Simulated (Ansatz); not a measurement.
BH6NOSi, SMILES `NBO[SiH3]`, relaxed with RKS PBE0-D4/def2-TZVP in Ansatz from a PBE-D4/def2-SVP geometry. The force threshold is 0.005 eV/Å; the program also tests the step.

Total charge 0; spin multiplicity 1.

Start:

```xyz
10

N     0.129   -1.875    1.109
B    -0.203   -0.560    0.741
O     0.299   -0.041   -0.438
Si    0.087    1.455   -1.173
H    -0.212   -2.310    1.964
H     0.733   -2.469    0.540
H    -0.930    0.103    1.469
H     1.438    2.060   -1.427
H    -0.617    1.260   -2.486
H    -0.724    2.376   -0.298
```

```
step  energy (eV)  largest force (eV/Å)  largest move (Å)
   1  -12185.8635                 0.759             0.000
   2  -12185.9075                 0.456             0.030
   3  -12185.9159                 0.087             0.015
   4  -12185.9162                 0.037             0.003
   5  -12185.9163                 0.025             0.005
   6  -12185.9164                 0.032             0.008
   7  -12185.9166                 0.005             0.009
   8  -12185.9166                 0.003             0.007
   9  -12185.9166                 0.011             0.017
  10  -12185.9166                 0.009             0.010
  11  -12185.9166                 0.006             0.011
  12  -12185.9166                 0.003             0.002
```

End:

```xyz
10

N     0.127   -1.856    1.092
B    -0.199   -0.545    0.743
O     0.261   -0.031   -0.441
Si    0.080    1.432   -1.162
H    -0.183   -2.281    1.947
H     0.691   -2.449    0.507
H    -0.877    0.118    1.483
H     1.421    2.035   -1.368
H    -0.574    1.241   -2.481
H    -0.748    2.336   -0.321
```

Run time 35 s (2 threads of a server CPU on a shared host); peak host memory 0.35 GiB.
